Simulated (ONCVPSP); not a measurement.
## cobalt: variants of one ONCV potential

Base potential:

Co, optimised norm-conserving Vanderbilt (ONCV), made with ONCVPSP 4.0.1 (PBEsol, fully relativistic). Core [Ar], reference 3d7 4s2. Waves: 4s: rc 2.55 bohr, ncon 4, nbas 7, qcut 2.7 1/bohr, 2 projectors, debl 0.7 Ha; p scattering state at 0.16 Ha: rc 1.95 bohr, ncon 5, nbas 8, qcut 4.4 1/bohr, 2 projectors, debl 2.1 Ha; 3d: rc 1.65 bohr, ncon 4, nbas 9, qcut 11 1/bohr, 1 projector. Local part: polynomial inside 1.60 bohr (lpopt 5, dvloc0 0 Ha). Core correction: none.

Open shells are filled in proportion to 2j + 1.

All-electron outer shells of the reference configuration (PBEsol, scalar-relativistic, ld1.x):

```
shell  level (eV)  outermost node (bohr)  outermost maximum (bohr)
   3p      -65.51                   0.28                      0.68
   3d       -8.23                      –                      0.66
   4s       -5.49                   0.96                      2.32
```

Cutoffs, loose and tight: the cutoffs (Ha) at which the residual kinetic energy of the hardest occupied pseudo-wave falls to 1 and 0.1 mHa per electron. They do not see the model core or the augmentation charge, which bear on the density cutoff. Test errors are all-electron minus pseudo excitation energies from the reference, over the configurations 3d7 4s1; 3d7 4s0; 3d6 4s0; 3d7 4s1.5. A dash means not determined; rows that change the core or the reference have their own tests.

A true bound ghost makes a file unfit for plane-wave use even where its test errors are small: the radial tests pick states by their node count and pass the ghost by.

| change | outcome | cutoff, loose | cutoff, tight | bound ghosts | GHOST(+) flags above zero | largest test error (meV) |
| --- | --- | --- | --- | --- | --- | --- |
| base | generated | 42 Ha | 48 Ha | p3/2, p1/2 | s | -67 |
| p: rc 1.96 | generated | 42 Ha | 48 Ha | p3/2, p1/2 | s | -67 |

Q: What comes out with this change to the base: local potential polynomial inside 1.60 bohr (lpopt 5, dvloc0 8.5 Ha)?

A: outcome: generated; cutoff, loose: 42 Ha; cutoff, tight: 48 Ha; bound ghosts: p3/2, p1/2; GHOST(+) flags above zero: s; largest test error (meV): -197.

Q: What comes out with this change to the base: scalar-relativistic?

A: outcome: generated; cutoff, loose: 42 Ha; cutoff, tight: 48 Ha; bound ghosts: p; GHOST(+) flags above zero: s; largest test error (meV): -72.
